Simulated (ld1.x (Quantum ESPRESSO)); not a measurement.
# Building the RRKJ potential for sulfur (PBE, scalar-relativistic).

Input for ld1.x (Quantum ESPRESSO) 7.5:

```
&input
   title='S', zed=16., rel=1, dft='PBE', iswitch=3,
   config='[Ne] 3s1.5 3p4.5 3d-2',
   nld=3, rlderiv=1.95, eminld=-3.0, emaxld=5.0, deld=0.02
 /
 &inputp
   pseudotype=2, tm=.false., lloc=1,
   nlcc=.true., rcore=0.90,
   file_pseudopw='S.UPF', file_wfcaegen='ae.wfc', file_wfcncgen='nc.wfc', file_beta='beta', file_chi='chi'
 /
3
3S  1  0   1.50   0.00  1.20  1.20  0.0
3D  3  2  -2.00   0.40  1.60  1.60  0.0
3P  2  1   4.50   0.00  1.80  1.80  0.0
 &test
   configts(1)='3s1.5 3p4.5'
 /
```

Command:

```bash
ld1.x < S.in > S.out
```

Resulting log (shortened: banner, matrices, multipoles, cross overlaps and the repeated all-electron block are left out):

```
Program LD1 v.7.5
     --------------------------- All-electron run ----------------------------

     S
     scalar relativistic calculation

     atomic number is 16.00
     dft =PBE   lsd =0 sic =0 latt =0  beta=0.20 tr2=1.0E-14
     Exchange-correlation= PBE
                           (   1   4   3   4   0   0   0)
     mesh =1151 r(mesh) =  99.72449 a.u. xmin = -7.00 dx = 0.01250
     1 Ry =  13.60569312 eV, c = 137.03599908

     n l     nl                  e(Ry)          e(Ha)          e(eV)
     1 0     1S 1( 2.00)      -176.8880       -88.4440     -2406.6841
     2 0     2S 1( 2.00)       -15.6140        -7.8070      -212.4396
     2 1     2P 1( 6.00)       -11.5562        -5.7781      -157.2302
     3 0     3S 1( 1.50)        -1.2937        -0.6468       -17.6011
     3 1     3P 1( 4.50)        -0.5358        -0.2679        -7.2895

     final scf error:  4.6E-15 reached in  24 iterations

     Etot =    -797.715496 Ry,    -398.857748 Ha,  -10853.472241 eV

     Ekin =     800.746436 Ry,     400.373218 Ha,   10894.710279 eV
     Encl =   -1901.461669 Ry,    -950.730834 Ha,  -25870.703952 eV
     Eh   =     353.880393 Ry,     176.940196 Ha,    4814.788023 eV
     Exc  =     -50.880656 Ry,     -25.440328 Ha,    -692.266592 eV

     normalization and overlap integrals

     s(1S/1S) =  1.000000  <r> =   0.0969  <r2> =    0.0126  r(max) =   0.0633
     s(2S/2S) =  1.000000  <r> =   0.4789  <r2> =    0.2730  r(max) =   0.3877
     s(2P/2P) =  1.000000  <r> =   0.4425  <r2> =    0.2448  r(max) =   0.3254
     s(3S/3S) =  1.000000  <r> =   1.6877  <r2> =    3.3140  r(max) =   1.4048
     s(3P/3P) =  1.000000  <r> =   2.0528  <r2> =    5.0737  r(max) =   1.5919

     ------------------------ End of All-electron run ------------------------

     --------------------- Generating NC pseudopotential ---------------------

      Generating local pot.: lloc=1, matching radius rcloc =   1.8000

      Computing core charge for nlcc:

       r > 0.91 : true rho core
       r < 0.91 : rho core = a sin(br)/r    a=   4.83  b=   2.99

      Integrated core pseudo-charge :   1.86

      Wfc   3S  rcut= 1.194  Estimated cut-off energy=       84.63 Ry
      This function has    0 nodes for 0 < r <    1.194

      Wfc   3D  rcut= 1.612  Estimated cut-off energy=       87.28 Ry
      This function has    0 nodes for 0 < r <    1.612

     ------------------- End of pseudopotential generation -------------------

     Computing logarithmic derivative in   1.95655
     Computing logarithmic derivative in   1.95655
     Computing the partial wave expansion
     R is outside the sphere for l=    0 j= 0.00
       no projector for channel:   1
     R is outside the sphere for l=    2 j= 0.00

     ---------------------- Testing the pseudopotential ----------------------

     S
     scalar relativistic calculation

     atomic number is 16.00   valence charge is  6.00
     dft =PBE   lsd =0 sic =0 latt =0  beta=0.20 tr2=1.0E-14
     mesh =1151 r(mesh) =  99.72449 xmin = -7.00 dx = 0.01250

     n l     nl             e AE (Ry)        e PS (Ry)    De AE-PS (Ry)
     1 0     3S   1( 1.50)       -1.29366       -1.29366        0.00000
     2 1     3P   1( 4.50)       -0.53577       -0.53577        0.00000

     eps = 7.7E-15  iter = 15

     Etot =    -797.715496 Ry,    -398.857748 Ha,  -10853.472241 eV
     Etotps =   -22.341982 Ry,     -11.170991 Ha,    -303.978158 eV

     Ekin =       7.619899 Ry,       3.809949 Ha,     103.674001 eV
     Encl =     -40.104641 Ry,     -20.052321 Ha,    -545.651441 eV
     Ehrt =      16.635846 Ry,       8.317923 Ha,     226.342221 eV
     Ecxc =      -6.951017 Ry,      -3.475508 Ha,     -94.573397 eV
     (Ecc =      -2.465453 Ry,      -1.232727 Ha,     -33.544199 eV)
     Epseu=       0.457930 Ry,       0.228965 Ha,       6.230459 eV

     ---------------------- End of pseudopotential test ----------------------
```

Generation and configuration tests took about 1 s on one core of a shared server CPU.

Transferability test of the new file with ld1.x, input:

```
&input
   title='S', zed=16., rel=1, dft='PBE', iswitch=2,
   config='[Ne] 3s1.5 3p4.5 3d-2'
 /
 &test
   file_pseudo='S.UPF', nconf=8,
   configts(1)='3s1.5 3p4.5',
   configts(2)='3s2 3p4',
   configts(3)='3s2 3p3',
   configts(4)='3s2 3p2',
   configts(5)='3s0 3p6',
   configts(6)='3s2 3p0',
   configts(7)='3s2 3p3.5',
   configts(8)='3s2 3p4.3'
 /
```

```bash
ld1.x < S.test.in > S.test.out
```

Pseudopotential blocks of its output, shortened (energy terms left out):

```
     ---------------------- Testing the pseudopotential ----------------------

     n l     nl             e AE (Ry)        e PS (Ry)    De AE-PS (Ry)
     1 0     3S   1( 1.50)       -1.29366       -1.29366        0.00000
     2 1     3P   1( 4.50)       -0.53577       -0.53577        0.00000

     eps = 4.3E-16  iter = 11

     Etot =    -797.715496 Ry,    -398.857748 Ha,  -10853.472238 eV
     Etotps =   -22.341981 Ry,     -11.170991 Ha,    -303.978141 eV

     ---------------------- End of pseudopotential test ----------------------

          ---------------------- Testing the pseudopotential ----------------------

     n l     nl             e AE (Ry)        e PS (Ry)    De AE-PS (Ry)
     1 0     3S   1( 2.00)       -1.26832       -1.26840        0.00007
     2 1     3P   1( 4.00)       -0.51514       -0.51522        0.00008

     eps = 6.1E-16  iter = 11

     Etot =    -798.093271 Ry,    -399.046635 Ha,  -10858.612127 eV
     Etotps =   -22.719759 Ry,     -11.359880 Ha,    -309.118075 eV
     dEtot_ae =      -0.377775 Ry
     dEtot_ps =      -0.377778 Ry,   Delta E=       0.000003 Ry

     ---------------------- End of pseudopotential test ----------------------

          ---------------------- Testing the pseudopotential ----------------------

     n l     nl             e AE (Ry)        e PS (Ry)    De AE-PS (Ry)
     1 0     3S   1( 2.00)       -2.03078       -2.03003       -0.00075
     2 1     3P   1( 3.00)       -1.23448       -1.23392       -0.00056

     eps = 7.5E-15  iter = 10

     Etot =    -797.228269 Ry,    -398.614134 Ha,  -10846.843171 eV
     Etotps =   -21.854859 Ry,     -10.927429 Ha,    -297.350500 eV
     dEtot_ae =       0.487227 Ry
     dEtot_ps =       0.487123 Ry,   Delta E=       0.000105 Ry

     ---------------------- End of pseudopotential test ----------------------

          ---------------------- Testing the pseudopotential ----------------------

     n l     nl             e AE (Ry)        e PS (Ry)    De AE-PS (Ry)
     1 0     3S   1( 2.00)       -2.89551       -2.89276       -0.00275
     2 1     3P   1( 2.00)       -2.05644       -2.05406       -0.00237

     eps = 6.5E-17  iter =  9

     Etot =    -795.590456 Ry,    -397.795228 Ha,  -10824.559602 eV
     Etotps =   -20.218287 Ry,     -10.109144 Ha,    -275.083812 eV
     dEtot_ae =       2.125040 Ry
     dEtot_ps =       2.123694 Ry,   Delta E=       0.001346 Ry

     ---------------------- End of pseudopotential test ----------------------

          ---------------------- Testing the pseudopotential ----------------------

     n l     nl             e AE (Ry)        e PS (Ry)    De AE-PS (Ry)
     1 0     3S   1( 0.00)       -1.36416       -1.36398       -0.00018
     2 1     3P   1( 6.00)       -0.59357       -0.59335       -0.00023

     eps = 6.5E-15  iter = 12

     Etot =    -796.568914 Ry,    -398.284457 Ha,  -10837.872201 eV
     Etotps =   -21.195352 Ry,     -10.597676 Ha,    -288.377458 eV
     dEtot_ae =       1.146582 Ry
     dEtot_ps =       1.146629 Ry,   Delta E=      -0.000047 Ry

     ---------------------- End of pseudopotential test ----------------------

          ---------------------- Testing the pseudopotential ----------------------

     n l     nl             e AE (Ry)        e PS (Ry)    De AE-PS (Ry)
     1 0     3S   1( 2.00)       -4.84547       -4.83383       -0.01164  !
     2 1     3P   1( 0.00)       -3.92855       -3.91722       -0.01133  !

     eps = 6.6E-15  iter =  6

     Etot =    -789.648916 Ry,    -394.824458 Ha,  -10743.720824 eV
     Etotps =   -14.288808 Ry,      -7.144404 Ha,    -194.409131 eV
     dEtot_ae =       8.066580 Ry
     dEtot_ps =       8.053174 Ry,   Delta E=       0.013407 Ry

     ---------------------- End of pseudopotential test ----------------------

          ---------------------- Testing the pseudopotential ----------------------

     n l     nl             e AE (Ry)        e PS (Ry)    De AE-PS (Ry)
     1 0     3S   1( 2.00)       -1.63479       -1.63457       -0.00022
     2 1     3P   1( 3.50)       -0.86020       -0.86008       -0.00012

     eps = 5.1E-16  iter = 11

     Etot =    -797.750778 Ry,    -398.875389 Ha,  -10853.952278 eV
     Etotps =   -22.377245 Ry,     -11.188623 Ha,    -304.457934 eV
     dEtot_ae =      -0.035282 Ry
     dEtot_ps =      -0.035264 Ry,   Delta E=      -0.000018 Ry

     ---------------------- End of pseudopotential test ----------------------

          ---------------------- Testing the pseudopotential ----------------------

     n l     nl             e AE (Ry)        e PS (Ry)    De AE-PS (Ry)
     1 0     3S   1( 2.00)       -1.06534       -1.06549        0.00016
     2 1     3P   1( 4.30)       -0.32453       -0.32465        0.00012

     eps = 8.8E-15  iter = 10

     Etot =    -798.218869 Ry,    -399.109435 Ha,  -10860.320983 eV
     Etotps =   -22.845402 Ry,     -11.422701 Ha,    -310.827525 eV
     dEtot_ae =      -0.503373 Ry
     dEtot_ps =      -0.503421 Ry,   Delta E=       0.000047 Ry

     ---------------------- End of pseudopotential test ----------------------
```
